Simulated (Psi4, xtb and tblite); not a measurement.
Two geometries of Al(iBu)3, C12H27Al, SMILES CC(C)[CH2][Al]([CH2]C(C)C)[CH2]C(C)C, relaxed at GFN2-xTB with one dihedral held; other torsions can differ between them too.

Structure A

```
40

Al    -1.0585    -2.7570    -4.0765
C     -1.9333    -1.6203    -2.6628
C     -3.2287    -0.8842    -3.0317
C     -2.9479     0.1284    -4.1375
C     -3.8366    -0.1855    -1.8149
H     -1.2217    -0.8827    -2.2615
H     -2.1460    -2.2826    -1.8061
H     -3.9585    -1.6130    -3.4053
H     -2.2697     0.9002    -3.7780
H     -3.8650     0.6072    -4.4756
H     -2.4777    -0.3728    -4.9846
H     -3.1366     0.5422    -1.4073
H     -4.0736    -0.9067    -1.0350
H     -4.7528     0.3363    -2.0866
C     -1.7139    -3.0370    -5.9592
C     -3.2113    -3.3791    -6.0059
C     -3.5139    -4.5029    -5.0222
C     -3.6458    -3.7736    -7.4180
H     -1.1591    -3.8901    -6.3845
H     -1.5281    -2.2055    -6.6543
H     -3.7879    -2.4960    -5.7077
H     -2.9685    -5.4040    -5.2971
H     -4.5769    -4.7345    -4.9946
H     -3.1946    -4.2073    -4.0166
H     -3.1022    -4.6570    -7.7487
H     -3.4467    -2.9660    -8.1197
H     -4.7111    -3.9962    -7.4472
C      0.5519    -3.7793    -3.4421
C      1.8550    -3.0885    -3.8706
C      1.8602    -1.6461    -3.3834
C      1.9877    -3.1168    -5.3881
H      0.5859    -4.8219    -3.7880
H      0.5444    -3.8424    -2.3430
H      2.7179    -3.6096    -3.4324
H      1.0059    -1.1207    -3.8239
H      2.7728    -1.1297    -3.6754
H      1.7654    -1.6031    -2.3006
H      1.1308    -2.6014    -5.8286
H      2.0015    -4.1401    -5.7561
H      2.9000    -2.6197    -5.7132
```

Structure B

```
40

Al    -0.3583    -1.2575    -1.8972
C      0.6147    -1.9595    -3.5170
C      1.2418    -0.9314    -4.4683
C      1.7215    -1.5887    -5.7626
C      2.4033    -0.2325    -3.7677
H     -0.1236    -2.5476    -4.0886
H      1.3866    -2.6930    -3.2416
H      0.4922    -0.1751    -4.7268
H      2.4605    -2.3586    -5.5458
H      2.1776    -0.8532    -6.4234
H      0.8898    -2.0516    -6.2904
H      3.2025    -0.9419    -3.5599
H      2.0623     0.1846    -2.8183
H      2.8077     0.5712    -4.3800
C     -1.1547    -2.6652    -0.6953
C     -0.2154    -3.0559     0.4558
C      0.0330    -1.8509     1.3541
C      1.1103    -3.5621    -0.0967
H     -1.3789    -3.5739    -1.2746
H     -2.1152    -2.3592    -0.2572
H     -0.6724    -3.8541     1.0575
H      0.4888    -1.0538     0.7593
H      0.7040    -2.0999     2.1744
H     -0.9005    -1.4784     1.7698
H      1.5804    -2.7627    -0.6772
H      0.9554    -4.4165    -0.7518
H      1.7876    -3.8549     0.7037
C     -0.7468     0.6897    -1.5412
C     -2.0625     1.1607    -2.1813
C     -3.2290     0.3315    -1.6609
C     -1.9870     1.0392    -3.6974
H      0.0550     1.3543    -1.8945
H     -0.8177     0.8754    -0.4583
H     -2.2396     2.2146    -1.9239
H     -3.0753    -0.7139    -1.9424
H     -4.1731     0.6699    -2.0841
H     -3.2927     0.3907    -0.5767
H     -1.8014    -0.0056    -3.9608
H     -1.1773     1.6472    -4.0950
H     -2.9178     1.3551    -4.1651
```

Which is lower in energy at the level PBE0-D3(BJ)/def2-SVP // GFN2-xTB (Psi4 1.11), and by how much?

A is lower, by 0.69 kcal/mol (dihedral C15–Al1–C2–C3: 0° in A, 180° in B).

E(B) − E(A) in kcal/mol at the other levels, on the same two geometries: GFN2-xTB (xtb and tblite) -0.26; PBE0/def2-SVP // GFN2-xTB (Psi4) 1.00; PBE/def2-SVP // GFN2-xTB (Psi4) 0.95; PBE-D3(BJ)/def2-SVP // GFN2-xTB (Psi4) 0.63.
